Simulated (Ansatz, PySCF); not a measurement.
Donor–acceptor adduct: BH3 (SMILES B) (first 4 atoms) with H2S (SMILES S); geometry from B3LYP-D3(BJ)/def2-TZVP, rigid monomers moved along the line of their centres of mass till B1···S5 is 2.33 Å.
(charge 0, multiplicity 1):
```xyz
7

B     -0.44935    -0.32521     0.66950
H      0.40568    -0.88714     0.03847
H     -1.24784    -1.05693     1.19111
H     -0.87943     0.69036     0.20214
S      0.78769     0.31991     2.53929
H     -0.04087     1.16247     3.18424
H      1.55186     1.32593     2.07415
```

Quantity: the interaction energy.

Monomers are frozen at their geometry in the pair; levels with a basis set take the counterpoise correction.

Correlated levels freeze the cores. CBS: X⁻³ extrapolation of the correlation energy, Hartree–Fock from the larger set.

Programs: Ansatz (Gaussian basis) for Hartree–Fock, density functionals and correlated methods; PySCF for the dispersion terms. 

Costs are ratios of core time to PBE/def2-TZVPPD (roughly 5 s), for whole runs (searches for the state included, and forces where a run took them) on one shared machine, so rough; each difference counts from -798.3 meV (CCSD(T)/CBS(aug-cc-pV(D+d)Z, aug-cc-pV(T+d)Z), a level with limits of its own).

A star marks coupled-cluster runs past 200 virtual orbitals, where the program's memory plan changes under this machine's limit, so their costs aren't comparable with smaller runs.

```json
[
 {"level": "PBE/def2-TZVPPD", "basis functions": "173", "cost": "×1", "difference (meV)": "-176.7"},
 {"level": "PBE-D3(BJ)/def2-TZVPPD", "basis functions": "173", "cost": "×1", "difference (meV)": "-231.4"},
 {"level": "PBE0/def2-TZVPPD", "basis functions": "173", "cost": "×1", "difference (meV)": "-119.4"},
 {"level": "PBE0-D3(BJ)/def2-TZVPPD", "basis functions": "173", "cost": "×1", "difference (meV)": "-168.3"},
 {"level": "B3LYP/def2-TZVPPD", "basis functions": "173", "cost": "×1", "difference (meV)": "43.1"},
 {"level": "B3LYP-D3(BJ)/def2-TZVPPD", "basis functions": "173", "cost": "×1", "difference (meV)": "-54.4"},
 {"level": "r2SCAN/def2-TZVPPD", "basis functions": "173", "cost": "×2", "difference (meV)": "-148.6"},
 {"level": "r2SCAN-D3(BJ)/def2-TZVPPD", "basis functions": "173", "cost": "×2", "difference (meV)": "-164.4"},
 {"level": "CCSD(T)/aug-cc-pV(D+d)Z", "basis functions": "100", "cost": "×3", "difference (meV)": "95.4"},
 {"level": "wB97X-V/def2-TZVPPD", "basis functions": "173", "cost": "×3", "difference (meV)": "-31.4"},
 {"level": "wB97M-V/def2-TZVPPD", "basis functions": "173", "cost": "×3", "difference (meV)": "-45.7"},
 {"level": "CCSD(T)/aug-cc-pV(T+d)Z", "basis functions": "216", "cost": "×40*", "difference (meV)": "23.7"}
]
```

The cheapest listed level whose difference stays within 10.8 meV: none of those listed.

Ansatz is a quantum-chemistry and plane-wave program.
